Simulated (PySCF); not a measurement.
# C7H8F: g tensor and hyperfine couplings

Species: C7H8F (doublet state).
Atom-mapped SMILES: `[H]/[C:1]=[C:2](\[CH2:3][F:4])[C:5](=[CH2:6])[CH:7]=[CH2:8]` (hydrogens: H9 on C1; H10, H11 on C3; H12, H13 on C6; H14 on C7; H15, H16 on C8)

Cartesian coordinates in Å at the GFN2-xTB level; atoms count from 1:
```
atom  x, y, z in Å
C1    -1.286    1.173    0.352
C2    -0.785    0.044   -0.082
C3    -1.709   -1.004   -0.700
F4    -1.414   -1.213   -2.025
C5     0.650   -0.287   -0.009
C6     1.147   -1.444   -0.463
C7     1.558    0.698    0.580
C8     1.176    1.871    1.054
H9    -2.274    1.578    0.384
H10   -2.750   -0.670   -0.660
H11   -1.603   -1.967   -0.189
H12    2.202   -1.652   -0.400
H13    0.551   -2.210   -0.924
H14    2.599    0.399    0.601
H15    0.093    2.092    0.988
H16    1.838    2.602    1.481
```

The hyperfine couplings belong to this conformer and change with its torsions.

Method used: PySCF 2.14.0, UKS B3LYP, pcH-1 on C F H, non-relativistic, mean-field spin-orbit, GIAO. Isolated species at its GFN2-xTB geometry (one conformer only). Couplings are sensitive to structure, and on GFN2-xTB geometries they can be far from those on DFT ones. No stability test was run, so a lower SCF solution isn't excluded.

| Item | Value |
| --- | --- |
| g1, g2, g3 | 2.00165, 2.00207, 2.00259 |
| g_iso | 2.00211 |
| Form of g | rhombic: the two nearest values differ by 45 % of g3 − g1 |
| ⟨S²⟩ | 0.7637 (exact 0.7500) |
| α and β electrons | 30, 29 |

Isotropic coupling and dipolar principal values T1 to T3, in mT; ρ(0) is the spin density at the nucleus (MHz turned into mT with g_iso):

```tsv
atom	isotope	a_iso	T1	T2	T3	Mulliken spin population	ρ(0) (bohr⁻³)
C1	13C	13.21	-2.84	-1.95	4.79	0.97	0.3292
C2	13C	-0.43	-0.68	0.10	0.59	-0.16	-0.0108
C3	13C	3.27	-0.26	-0.22	0.48	0.06	0.0816
F4	19F	0.08	-0.82	-0.47	1.30	0.00	0.0005
C5	13C	0.66	-0.17	0.00	0.17	0.06	0.0164
C6	13C	-0.18	-0.31	0.13	0.18	-0.06	-0.0044
C7	13C	-0.24	-0.17	0.04	0.12	-0.03	-0.0060
C8	13C	3.81	-0.56	-0.34	0.90	0.14	0.0950
H9	1H	1.77	-1.08	-0.30	1.38	0.01	0.0111
H10	1H	-0.11	-0.21	-0.05	0.26	0.00	-0.0007
H11	1H	0.37	-0.12	-0.06	0.18	0.01	0.0023
H12	1H	0.20	-0.06	-0.04	0.09	0.00	0.0013
H13	1H	0.15	-0.09	-0.04	0.13	0.00	0.0010
H14	1H	0.87	-0.07	-0.03	0.09	0.01	0.0055
H15	1H	-0.75	-1.23	-0.98	2.21	-0.03	-0.0047
H16	1H	1.05	-0.23	-0.12	0.35	0.01	0.0066
```

Largest spin populations (Mulliken): C1 (+0.97), C2 (-0.16), C8 (+0.14) and C5 (+0.06). C1 is the only atom above +0.15.

Axes: g2 points within 7° of the C8–H16 bond.

Under fast tumbling the dipolar parts average out, and these isotropic splittings remain (the largest six): 1 × 1H (H9, I = 1/2, 2 lines) with 1.77 mT, 1 × 1H (H16, I = 1/2, 2 lines) with 1.05 mT, 1 × 1H (H14, I = 1/2, 2 lines) with 0.87 mT, 1 × 1H (H15, I = 1/2, 2 lines) with 0.75 mT, 1 × 1H (H12, I = 1/2, 2 lines) with 0.20 mT and 1 × 1H (H13, I = 1/2, 2 lines) with 0.15 mT.

Means are taken over nuclei equivalent by connectivity, which assumes that they swap fast. The 1H value of +3.6 MHz is a mean of couplings from -3.0 to 10.3 MHz in this one geometry, not an average over conformers.

The 13C coupling of C1 (370.1 MHz) shows only in satellite lines or after enrichment, since that isotope makes up about 1.07 % of natural carbon.
